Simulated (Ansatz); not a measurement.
Gas-phase electronic energies from Ansatz, PBE0-D4/def2-TZVP geometries. CBS: MP2 limit from def2 TZ/QZ plus the TZ coupled-cluster correction, frozen cores. This one scheme is used for every species. Functionals use def2-TZVPP. B3LYP here is the variant with VWN-RPA as its local correlation; programs differ in this. Elements past krypton have def2 core potentials. For I, In outer-core shells are correlated without core-valence functions, which leaves a few kJ/mol of doubt a bond.

Consider the ligand exchange at the In–C bond: `[CH3][InH][Cl]` + HI → `[Cl][InH][I]` + CH₄.

```csv
level,ΔE (kcal/mol)
LDA (SPW92),-36.3
revPBE-D4,-37.6
B3LYP-D4,-39.4
r2SCAN0,-40.6
HF/def2-SVP,-45.1
CCSD/def2-TZVPP,-37.5
SCS-MP2/def2-QZVPP,-39.7
HF/CBS(def2),-43.9
```

Q: What does CCSD(T)/CBS give? (An estimate is asked.)

A: Computed: -39.7 kcal/mol. The listed levels differ from it by 3.4, 2.1, 0.3, -0.9, -5.4, 2.2, 0.0, -4.2 kcal/mol.

Q: What do rigid-rotor, harmonic-oscillator terms from PBE0-D4/def2-TZVP frequencies (298.15 K, 1 bar) make of the CCSD(T)/CBS value? (Best estimate.)

A: Computed: ΔZPE = +2.9 kcal/mol, ΔH = -36.9 kcal/mol, ΔS = -23 J/(mol·K), ΔG = -35.3 kcal/mol. Modes under 50 cm⁻¹ make the entropy rough.

Largest T1 diagnostic among the species: 0.012.

At CCSD(T), def2-SVP lies −1.5 kcal/mol from the extrapolated value and def2-TZVPP +2.5 kcal/mol. From BLYP to BHLYP (50 % exact exchange), in def2-TZVPP and without D4, ΔE moves by −3.0 kcal/mol.
